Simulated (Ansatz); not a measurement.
`BN(CC)[SiH2]Cl` and `CC[N]([GeH3])[SiH2]Cl` differ in one atom or group.

Ansatz, PBE0-D4/def2-TZVP geometries, multiplicity 1. Each molecule was computed in one conformer, which needn't be the lowest.

Scalar relativity is left out up to krypton.

```csv
property,`BN(CC)[SiH2]Cl`
LUMO energy (B3LYP/def2-TZVPP) / eV,-0.64
HOMO energy (PBE0/def2-TZVPP) / eV,-8.33
LUMO energy (PBE/def2-TZVPP) / eV,-1.39
LUMO energy (PBE0/def2-TZVPP) / eV,-0.42
size of the dipole moment (PBE/def2-TZVPP) / D,1.75
size of the dipole moment (B3LYP/def2-TZVPP) / D,1.74
```

Give the same properties after the change, and the shifts. (Best estimate.)

The calculation gave: 
| property | `CC[N]([GeH3])[SiH2]Cl` | shift |
| --- | --- | --- |
| LUMO energy (B3LYP/def2-TZVPP) / eV | 0.03 | 0.67 |
| HOMO energy (PBE0/def2-TZVPP) / eV | -7.26 | 1.07 |
| LUMO energy (PBE/def2-TZVPP) / eV | -0.63 | 0.76 |
| LUMO energy (PBE0/def2-TZVPP) / eV | 0.22 | 0.64 |
| size of the dipole moment (PBE/def2-TZVPP) / D | 2.10 | 0.35 |
| size of the dipole moment (B3LYP/def2-TZVPP) / D | 2.13 | 0.39 |

With PBE0 the HOMO rises by 1.07 eV and the LUMO rises by 0.64 eV, so the gap narrows by about 0.43 eV. PBE moves the HOMO by 1.12 eV and ωB97M-V by 1.10 eV. Dipoles are sizes alone; their direction can turn.

B3LYP here is the variant with VWN-RPA as its local correlation; programs differ in this.
